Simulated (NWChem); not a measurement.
Molecule: C$_{2}$H$_{4}$Si; SMILES C#C[SiH3]

```xyz
7

Si     0.0000     0.0000    -1.0542
C      0.0000     0.0000     0.7801
C      0.0000     0.0000     1.9968
H     -1.1464    -0.8139    -1.5524
H     -0.1317     1.3997    -1.5524
H      1.2780    -0.5858    -1.5524
H      0.0000     0.0000     3.0727
```
Atoms are numbered in this order, from 1.

Level: PBE0/def2-SVP (NWChem), optimised geometry, unscaled harmonic frequencies. 

| frequency (cm⁻¹) | IR intensity (km/mol) |
|---|---|
| 241 | 7.8 |
| 241 | 7.8 |
| 642 | 38.7 |
| 681 | 63.5 |
| 681 | 63.5 |
| 747 | 27.0 |
| 747 | 27.0 |
| 929 | 281.8 |
| 941 | 47.3 |
| 941 | 47.3 |
| 2170 | 36.4 |
| 2249 | 56.8 |
| 2251 | 95.3 |
| 2251 | 95.3 |
| 3474 | 53.9 |

```
Item                                                                               Result
-----------------------------------------------------------------------  ----------------
zero-point energy                                                           27.4 kcal/mol
thermal correction to the enthalpy at 298.15 K (with zero-point energy)     30.9 kcal/mol
heat capacity Cv                                                         15.0 cal/(mol K)
entropy at 298.15 K and 1 atm (symmetry number 3)                        63.9 cal/(mol K)
dipole moment                                                                      0.41 D
```

Rigid rotor and harmonic oscillator.
